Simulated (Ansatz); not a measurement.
Consider the atomization: `N[SiH2]C[SeH]` → C• + 7 H• + N• + Se• + Si•.

Isolated molecules relaxed with PBE0-D4/def2-TZVP in Ansatz; ΔE leaves out vibrations. CBS: MP2 limit from def2 TZ/QZ plus the TZ coupled-cluster correction, frozen cores. This one scheme is used for every species, atoms too. Open shells (•) are unrestricted, without spin–orbit coupling. Spin–orbit coupling would lower the free atoms: a little for C, Si; clearly for Se. Bonds to Se are less sure, by a few kJ/mol each and by 10 to 20 or more in all where they break to atoms, as the def2 sets lack core-valence functions. Scalar relativity is left out up to krypton. Each species was taken in one conformer, which may not be the lowest.

| species | MP2/def2-QZVPP energy (Eh) |
| --- | --- |
| `N[SiH2]C[SeH]` | -2786.44898 |
| C• | -37.76525 |
| H• | -0.49998 |
| N• | -54.50773 |
| Se• | -2400.38732 |
| Si• | -288.91898 |

Question: Work out ΔE.

Answer: ΔE = 7 × (-0.49998) + (-37.76525) + (-54.50773) + (-2400.38732) + (-288.91898) − (-2786.44898) = 1.36984 Eh = +859.6 kcal/mol. CCSD(T)/CBS gives +866.2 kcal/mol.

Largest T1 diagnostic among the species: 0.012.

From PBE to PBE0 (25 % exact exchange), in def2-TZVPP and without D4, ΔE moves by −10.6 kcal/mol: exact exchange takes away binding that semilocal exchange gives to molecules. In def2-TZVPP, CCSD(T) changes the Hartree–Fock value by +226.0 kcal/mol (the triples alone add +11.7 kcal/mol) and MP2 by +229.7 kcal/mol; breaking electron pairs costs correlation energy, which Hartree–Fock lacks.

For atomizations the MP2-based limit and the directly extrapolated one differ by several kJ/mol either way, and by 10 to 25 for some Ge, Se and Sn compounds, so smaller differences from it don't rank the levels.
